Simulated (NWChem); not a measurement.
System: ZrH₃I; SMILES [ZrH3][I]

Input file for NWChem:

```
start job
memory heap 200 mb stack 900 mb global 1100 mb
geometry units angstroms noautosym nocenter noautoz
  Zr     0.000000     0.000000     1.396103
  I      0.000000     0.000000    -1.292381
  H      1.306928     1.144379     1.999047
  H     -1.644525     0.559643     1.999047
  H      0.337598    -1.704022     1.999047
end
basis spherical
  Zr library def2-svpd
  I library def2-svpd
  H library def2-svpd
end
ecp
  Zr library def2-ecp
  I library def2-ecp
end
dft
  xc b3lyp
  iterations 150
end
tddft
  nroots 8
  notriplet
end
task tddft energy
```

Geometry: optimised at PBE0/def2-SVP. def2 effective core potentials on Zr, I; no spin-orbit coupling.

Vertical excitations in the gas phase.

Question: What results follow from this input? (B3LYP/def2-SVPD with def2 effective core potentials on Zr, I, full TDDFT.) Quantities: lowest excitation, singlet (eV); oscillator strength of that lowest state; orbital gap (eV).

Answer: 
```json
{
 "lowest excitation, singlet (eV)": "3.90",
 "oscillator_strength_of_that_lowest_state": "0.000",
 "orbital gap (eV)": "5.16"
}
```
